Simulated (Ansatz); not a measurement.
CsI, triplet, at the geometry of the source list (a higher spin typed on purpose: for a closed-shell molecule this is an excited state) (core potentials on Cs, I); B3LYP/def2-SVPD in Ansatz (a program for electronic structure).

Input for Ansatz:
Ansatz 0.2 input:
```yaml
crystal:
  periodic: [false, false, false]
  atoms:
    - {symbol: Cs, position_ang: [-1.12140000, -0.79660000, -0.95550000]}
    - {symbol: I, position_ang: [1.12140000, 0.79660000, 0.95550000]}
basis:
  gaussian:
    orbitals: def2-SVPD
hamiltonian:
  xc: b3lyp
magnetization: {spin_polarized: true, initial_magnetization: 2}
```

### Question
Write the output that Ansatz gives for this input, abridged.

### Answer

```
Functional definition: B3LYP
692 factors; integrals over basis functions are off by at most 2.2e-4 eV
mean field evaluation 1: about -8650.4914 eV, gradient 2.9e0 eV
mean field evaluation 2: about -8650.5548 eV, gradient 1.4e0 eV
mean field evaluation 4: about -8650.5857 eV, gradient 3.8e-1 eV
mean field evaluation 8: about -8650.5872 eV, gradient 5.3e-3 eV
mean field evaluation 16: about -8650.5872 eV, gradient 7.6e-6 eV
mean field evaluation 32: about -8650.5872 eV, gradient 6.4e-6 eV
mean field evaluation 64: about -8650.5679 eV, gradient 1.6e-1 eV
mean field evaluation 96: about -8650.5161 eV, gradient 3.0e0 eV
mean field -8650.58722021 eV, -317.9032167641 hartree, gradient 8.7e-6 eV, S^2 2.001484; 11 other end points of the search recorded, 0 dependent functions left out
reference -8650.58740559 eV, -317.9032235765 hartree; 18, 16 occupied and 44, 46 virtual orbitals, 692 factors
Total energy: -8650.58740559 eV, -317.9032235765 hartree
```
